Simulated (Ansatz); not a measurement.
`C[Si](Cl)(Cl)C#N` + CH₄ → `C[Si](C)(Cl)Cl` + `C#N` at 298.15 K and 1 bar (formal exchange of groups at the Si–C bond).

Isolated molecules relaxed with PBE0-D4/def2-TZVP in Ansatz; ΔE leaves out vibrations. CBS: MP2 limit from def2 TZ/QZ plus the TZ coupled-cluster correction, frozen cores. This one scheme is used for every species.

```json
{"species": "`C[Si](Cl)(Cl)C#N`", "CCSD(T)/CBS energy (Eh)": "-1341.36541", "H − E (kJ/mol)": "153.3", "S (J/(mol·K))": "374.7"}
{"species": "CH₄", "CCSD(T)/CBS energy (Eh)": "-40.46206", "H − E (kJ/mol)": "127.4", "S (J/(mol·K))": "186.2"}
{"species": "`C[Si](C)(Cl)Cl`", "CCSD(T)/CBS energy (Eh)": "-1288.49641", "H − E (kJ/mol)": "226.8", "S (J/(mol·K))": "359.4"}
{"species": "`C#N`", "CCSD(T)/CBS energy (Eh)": "-93.32098", "H − E (kJ/mol)": "52.4", "S (J/(mol·K))": "201.2"}
```

H − E and S are ideal-gas, rigid-rotor, harmonic terms from PBE0-D4/def2-TZVP. 1 Eh = 2625.50 kJ/mol, R = 8.31446 J/(mol·K).

Problem. By hand: ΔE, ΔH, ΔS and ΔG.

Solution. ΔE = (-1288.49641) + (-93.32098) − (-1341.36541) − (-40.46206) = 0.01008 Eh = 26.5 kJ/mol. Δ(H − E) = 226.8 + 52.4 − 153.3 − 127.4 = -1.5, so ΔH = 25.0 kJ/mol. ΔS = 359.4 + 201.2 − 374.7 − 186.2 = -0.3 J/(mol·K). ΔG = 25.0 − 298.15 × (-0.3)/1000 = 25.1 kJ/mol.

Problem. By hand: the equilibrium constant, and the temperature at which ΔG would vanish if ΔH and ΔS stayed fixed.

Solution. log₁₀ K = −ΔG/(RT ln 10) = -4.4. ΔH and −TΔS have one sign here, so there is no such temperature.

The number of gas molecules stays the same, so ΔS is small and ΔH decides. A doubt of 5 kJ/mol in ΔE shifts log₁₀ K by 0.9 here. These are equilibria of isolated gas molecules and say nothing of rates. Largest T1 diagnostic: 0.014 (customary marks: 0.02 for closed shells, 0.045 for open ones).

ΔS is within the doubt of such terms, so its sign, and with it that verdict, could turn.
